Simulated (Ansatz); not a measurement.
Relaxation of CH₉NSSi₂ (14 atoms, charge 0, multiplicity 1), to a largest force component of 0.02 eV/Å in at most 40 steps.

All numbers below come from RKS PBE/STO-3G in Ansatz 0.2.0.

```xyz
14
Properties=species:S:1:pos:R:3:forces:R:3
N -1.106 2.235 0.389 -2.26 3.35 -1.40
Si -0.624 0.735 0.870 1.40 -1.59 3.24
C 0.400 -0.078 -0.422 1.92 -0.80 -0.25
Si 0.869 -1.760 0.229 -2.37 -1.76 -0.01
S -0.459 -0.185 -2.012 -2.84 1.37 0.52
H -1.706 2.194 -0.475 -0.08 0.20 0.12
H -0.336 2.869 0.134 0.70 0.68 -0.11
H -1.808 -0.012 1.175 -0.41 -0.53 -0.01
H 0.156 0.989 2.152 -0.44 -0.59 -1.24
H 1.357 0.485 -0.552 -0.42 0.07 0.13
H 1.623 -2.506 -0.730 0.55 -0.28 -0.38
H -0.409 -2.574 0.485 1.39 0.94 -0.31
H 1.531 -1.688 1.477 0.74 0.11 0.88
H 0.500 -0.732 -2.691 2.14 -1.17 -1.19
```

Where does it end, and by what steps?

The run converged. Limits of this set-up: minimal basis. After 9 steps the energy has fallen by 0.786 eV; N1 moved furthest, 0.23 Å.

```json
{"step": "0", "energy less start (eV)": "0.0000", "largest force component (eV/Å)": "3.347", "accepted": "yes"}
{"step": "1", "energy less start (eV)": "-0.6641", "largest force component (eV/Å)": "1.569", "accepted": "yes"}
{"step": "2", "energy less start (eV)": "-0.7396", "largest force component (eV/Å)": "0.629", "accepted": "yes"}
{"step": "3", "energy less start (eV)": "-0.7576", "largest force component (eV/Å)": "0.267", "accepted": "yes"}
{"step": "4", "energy less start (eV)": "-0.7612", "largest force component (eV/Å)": "0.721", "accepted": "yes"}
{"step": "5", "energy less start (eV)": "-0.7814", "largest force component (eV/Å)": "0.116", "accepted": "yes"}
{"step": "6", "energy less start (eV)": "-0.7849", "largest force component (eV/Å)": "0.081", "accepted": "yes"}
{"step": "7", "energy less start (eV)": "-0.7855", "largest force component (eV/Å)": "0.023", "accepted": "yes"}
{"step": "8", "energy less start (eV)": "-0.7859", "largest force component (eV/Å)": "0.020", "accepted": "yes"}
{"step": "9", "energy less start (eV)": "-0.7860", "largest force component (eV/Å)": "0.013", "accepted": "yes"}
```

```xyz
14
Properties=species:S:1:pos:R:3
N -1.219 2.432 0.401
Si -0.665 0.793 0.900
C 0.403 -0.140 -0.377
Si 0.880 -1.871 0.233
S -0.501 -0.154 -1.990
H -1.690 2.314 -0.548
H -0.346 2.982 0.131
H -1.860 0.007 1.174
H 0.119 0.953 2.117
H 1.341 0.442 -0.501
H 1.685 -2.548 -0.775
H -0.311 -2.667 0.487
H 1.656 -1.782 1.463
H 0.497 -0.789 -2.686
```

Whether the end is a true minimum wasn't checked by a vibrational analysis.

Time of the run: 78 s on 1 CPU thread of a shared host.
